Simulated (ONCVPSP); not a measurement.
# Reading a pseudo-wave (helium (He))

Columns: radius, all-electron u(r) and pseudo u(r) of the 1s shell (level -39.13 eV) of helium in the configuration 1s1; PBE, scalar-relativistic, ONCV scheme, ONCVPSP 4.0.1.

| r (bohr) | all-electron | pseudo |
| --- | --- | --- |
| 0.038 | 0.1951 | 0.1541 |
| 0.075 | 0.3572 | 0.2998 |
| 0.113 | 0.4986 | 0.4408 |
| 0.150 | 0.6139 | 0.5661 |
| 0.188 | 0.7127 | 0.6802 |
| 0.225 | 0.7916 | 0.7753 |
| 0.263 | 0.8572 | 0.8559 |
| 0.300 | 0.9078 | 0.9178 |
| 0.338 | 0.9479 | 0.9655 |
| 0.375 | 0.9768 | 0.9976 |
| 0.413 | 0.9974 | 1.0180 |
| 0.450 | 1.0099 | 1.0278 |
| 0.488 | 1.0158 | 1.0294 |
| 0.525 | 1.0159 | 1.0251 |
| 0.563 | 1.0109 | 1.0162 |
| 0.600 | 1.0019 | 1.0044 |
| 0.638 | 0.9889 | 0.9898 |
| 0.675 | 0.9734 | 0.9736 |
| 0.713 | 0.9548 | 0.9548 |
| 0.750 | 0.9347 | 0.9347 |
| 0.788 | 0.9123 | 0.9123 |
| 0.825 | 0.8892 | 0.8892 |
| 0.863 | 0.8644 | 0.8644 |
| 0.900 | 0.8395 | 0.8395 |
| 0.938 | 0.8134 | 0.8134 |
| 0.975 | 0.7877 | 0.7877 |

(1) How many radial nodes do the two functions have?

(2) At about which radius was the pseudo-wave matched?

(3) Where does each function peak?

(4) Is the pseudo-wave norm-conserving?

Results:

(1) The all-electron 1s function has n − l − 1 = 0; the pseudo-wave has 0.

(2) 0.75 bohr. The columns agree to 0.0005 from 0.68 bohr on; several derivatives are matched, so the curves merge somewhat inside the radius.

(3) Outermost all-electron maximum near 0.53 bohr, pseudo maximum near 0.49 bohr (to the table’s step).

(4) Yes: the ONCV scheme keeps the norm inside the radius equal to the all-electron one, which fixes the energy derivative of the logarithmic derivative at the level.
